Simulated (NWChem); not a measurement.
System: H2TeS; SMILES S[TeH]

Results from NWChem. Structure relaxed at the PBE0/def2-SVP level. def2 effective core potentials on Te; no spin-orbit coupling. Vertical excitations in the gas phase; the lowest state need not have the same character in each row.

| level | lowest excitation, singlet (eV) | oscillator strength of that lowest state | orbital gap (eV) |
|---|---|---|---|
| PBE/def2-SVPD, full TDDFT | [?] | 0.002 | [?] |
| B3LYP/def2-SVPD, full TDDFT | 3.13 | 0.002 | 4.18 |
| PBE0/def2-SVPD, full TDDFT | 3.22 | 0.002 | 4.62 |
| LRC-wPBEh/def2-SVPD, full TDDFT | 3.26 | 0.002 | 8.01 |

Problem. Some entries are withheld; supply them.

Solution. 
- PBE/def2-SVPD, full TDDFT, lowest excitation, singlet (eV): 3.04
- PBE/def2-SVPD, full TDDFT, orbital gap (eV): 2.75
